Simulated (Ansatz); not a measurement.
A run for Ansatz (a quantum-chemistry and plane-wave program): U-PBE0/def2-TZVPP on HfSb, 2S+1 = 2, a spin state set in the input, which need not be the lowest. Elements past Kr take the def2 small-core potentials; no spin–orbit coupling.

Ansatz 0.2 input:
```yaml
crystal:
  periodic: [false, false, false]
  atoms:
    - {symbol: Hf, position_ang: [0.00000000, 0.00000000, 0.00000000]}
    - {symbol: Sb, position_ang: [0.00000000, 0.00000000, 2.98300000]}
basis:
  gaussian:
    orbitals: def2-TZVPP
hamiltonian:
  xc: {name: PBE0}
magnetization: {spin_polarized: true, initial_magnetization: 1}
relax: {f_tol: 0.002, max_steps: 120}
```

It printed:

```
WARN ansatz: RAYON_NUM_THREADS=1 ignored (pool sized by the plan → 1); use --threads N
Functional definition: PBE0
integrals: 0.03 GiB planned
845 factors; their error is unknown
mean field: 0.42 GiB planned
mean field evaluation 1: about -7830.8630 eV, gradient 2.8e1 eV
mean field evaluation 2: about -7646.9097 eV, gradient 1.3e2 eV
mean field evaluation 4: about -7826.8908 eV, gradient 3.9e1 eV
mean field evaluation 8: about -7839.9567 eV, gradient 1.1e0 eV
mean field evaluation 16: about -7840.2966 eV, gradient 3.3e-5 eV
mean field evaluation 32: about -7840.4281 eV, gradient 2.1e-3 eV
mean field evaluation 64: about -7837.2528 eV, gradient 2.0e1 eV
mean field evaluation 96: about -7840.2708 eV, gradient 1.9e-5 eV
mean field evaluation 128: about -7762.0340 eV, gradient 8.2e1 eV
mean field evaluation 160: about -7824.8570 eV, gradient 4.4e1 eV
mean field evaluation 192: about -7831.4004 eV, gradient 2.1e1 eV
mean field evaluation 224: about -7838.4950 eV, gradient 9.7e-1 eV
mean field evaluation 256: about -7838.5866 eV, gradient 9.6e-1 eV
mean field evaluation 288: about -7840.0296 eV, gradient 2.6e0 eV
mean field evaluation 320: about -7840.2778 eV, gradient 6.9e-2 eV
mean field evaluation 352: about -7840.4281 eV, gradient 9.7e-8 eV
mean field -7840.42808756 eV, -288.1304177849 hartree, gradient 9.7e-8 eV, S^2 1.817924; 21 other end points of the search recorded, 0 dependent functions left out
the calculation of the forces begins
reference -7840.42811042 eV, -288.1304186248 hartree; 18, 17 occupied and 88, 89 virtual orbitals, 845 factors
relax step   1: F+E_penalty+E_count = -7840.42808756 eV  Δ(F+E_penalty+E_count) = +0.000e0 eV  max|allowed force component| = 1.875e0 eV/Å  Δτ_max = 0.0000 Å  (1455 SCF iters, accepted)
these checks for a lower state are left out or cut short: starts, cluster_reference, orbital_swaps, neighbouring_geometries, increment
integrals: 0.03 GiB planned
845 factors; their error is unknown
mean field: 0.43 GiB planned
mean field -7840.92824625 eV, -288.1487982778 hartree, gradient 2.4e-6 eV, S^2 1.023532; 1 other end points of the search recorded, 0 dependent functions left out
the calculation of the forces begins
reference -7840.92826842 eV, -288.1487990924 hartree; 18, 17 occupied and 88, 89 virtual orbitals, 845 factors
relax step   2: F+E_penalty+E_count = -7840.92824625 eV  Δ(F+E_penalty+E_count) = -5.002e-1 eV  max|allowed force component| = 2.193e0 eV/Å  Δτ_max = 0.1371 Å  (170 SCF iters, accepted)
these checks for a lower state are left out or cut short: starts, cluster_reference, orbital_swaps, neighbouring_geometries, increment
integrals: 0.03 GiB planned
845 factors; their error is unknown
mean field: 0.43 GiB planned
mean field evaluation 384: about -7840.9489 eV, gradient 9.2e-1 eV
mean field -7841.20265979 eV, -288.1588827892 hartree, gradient 1.3e-5 eV, S^2 0.758182; 1 other end points of the search recorded, 0 dependent functions left out
the calculation of the forces begins
reference -7841.20268171 eV, -288.1588835946 hartree; 18, 17 occupied and 88, 89 virtual orbitals, 845 factors
relax step   3: F+E_penalty+E_count = -7841.20265979 eV  Δ(F+E_penalty+E_count) = -2.744e-1 eV  max|allowed force component| = 1.107e-1 eV/Å  Δτ_max = 0.0975 Å  (142 SCF iters, accepted)
these checks for a lower state are left out or cut short: starts, cluster_reference, orbital_swaps, neighbouring_geometries, increment
integrals: 0.03 GiB planned
845 factors; their error is unknown
mean field: 0.43 GiB planned
mean field -7841.20283997 eV, -288.1588894106 hartree, gradient 2.1e-5 eV, S^2 0.757830; 0 other end points of the search recorded, 0 dependent functions left out
the calculation of the forces begins
reference -7841.20286188 eV, -288.1588902159 hartree; 18, 17 occupied and 88, 89 virtual orbitals, 845 factors
relax step   4: F+E_penalty+E_count = -7841.20283997 eV  Δ(F+E_penalty+E_count) = -1.802e-4 eV  max|allowed force component| = 7.712e-2 eV/Å  Δτ_max = 0.0052 Å  (85 SCF iters, accepted)
these checks for a lower state are left out or cut short: starts, cluster_reference, orbital_swaps, neighbouring_geometries, increment
integrals: 0.03 GiB planned
845 factors; their error is unknown
mean field: 0.43 GiB planned
mean field evaluation 416: about -7841.0137 eV, gradient 1.6e-3 eV
mean field -7841.20300145 eV, -288.1588953451 hartree, gradient 9.8e-6 eV, S^2 0.757962; 0 other end points of the search recorded, 0 dependent functions left out
the calculation of the forces begins
reference -7841.20302337 eV, -288.1588961504 hartree; 18, 17 occupied and 88, 89 virtual orbitals, 845 factors
relax step   5: F+E_penalty+E_count = -7841.20300145 eV  Δ(F+E_penalty+E_count) = -1.615e-4 eV  max|allowed force component| = 3.161e-3 eV/Å  Δτ_max = 0.0020 Å  (77 SCF iters, accepted)
these checks for a lower state are left out or cut short: starts, cluster_reference, orbital_swaps, neighbouring_geometries, increment
integrals: 0.03 GiB planned
845 factors; their error is unknown
mean field: 0.43 GiB planned
mean field -7841.20300173 eV, -288.1588953552 hartree, gradient 9.2e-6 eV, S^2 0.757968; 0 other end points of the search recorded, 0 dependent functions left out
the calculation of the forces begins
reference -7841.20302364 eV, -288.1588961605 hartree; 18, 17 occupied and 88, 89 virtual orbitals, 845 factors
relax step   6: F+E_penalty+E_count = -7841.20300173 eV  Δ(F+E_penalty+E_count) = -2.748e-7 eV  max|allowed force component| = 2.490e-5 eV/Å  Δτ_max = 0.0001 Å  (92 SCF iters, accepted)
integrals: 0.03 GiB planned
845 factors; their error is unknown
mean field: 0.43 GiB planned
mean field evaluation 448: about -7841.2030 eV, gradient 9.2e-6 eV
mean field evaluation 480: about -7840.7816 eV, gradient 3.7e0 eV
mean field -7841.20300173 eV, -288.1588953552 hartree, gradient 9.2e-6 eV, S^2 0.757968; 4 other end points of the search recorded, 0 dependent functions left out
the calculation of the forces begins
reference -7841.20302364 eV, -288.1588961605 hartree; 18, 17 occupied and 88, 89 virtual orbitals, 845 factors
Total energy: -7841.20302364 eV, -288.1588961605 hartree
Atom 0 at     0.000000     0.000000     0.237700 Å, force    -0.000000     0.000000    -0.000025 eV/Å
Atom 1 at    -0.000000    -0.000000     2.745300 Å, force     0.000000    -0.000000     0.000025 eV/Å
Dipole moment:     0.000000    -0.000000    -0.989327 e Å
```

Self-consistency was reached.

Cost: around 2.4 core-minutes (rough).
